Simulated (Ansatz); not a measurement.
Basis-set series for CH7BFNSi, SMILES `C[SiH2]B(N)F`. Total charge 0; spin multiplicity 1. The structure was optimised at the PBE0-D4/def2-TZVP level. It is one conformer, not always the lowest.

```json
{"functional": "PBE0-D4", "basis": "def2-SVP", "functions": "109", "energy (Eh)": "-510.74449", "HOMO (eV)": "-7.86", "LUMO (eV)": "0.20"}
{"functional": "PBE0-D4", "basis": "def2-TZVPP", "functions": "264", "energy (Eh)": "-511.10585", "HOMO (eV)": "-7.97", "LUMO (eV)": "-0.10"}
{"functional": "ωB97M-V", "basis": "def2-SVP", "functions": "109", "energy (Eh)": "-510.98605", "HOMO (eV)": "-10.01", "LUMO (eV)": "2.19"}
{"functional": "ωB97M-V", "basis": "def2-TZVPP", "functions": "264", "energy (Eh)": "-511.35748", "HOMO (eV)": "-10.15", "LUMO (eV)": "1.70"}
```

Task: Give the rows for def2-QZVPP. (Estimate.)

Result: Ansatz gave: 
```tsv
functional	basis	functions	energy (Eh)	HOMO (eV)	LUMO (eV)
PBE0-D4	def2-QZVPP	508	-511.12804	-7.99	-0.19
ωB97M-V	def2-QZVPP	508	-511.37833	-10.18	1.41
```

Positive LUMOs are unbound and depend on the basis.
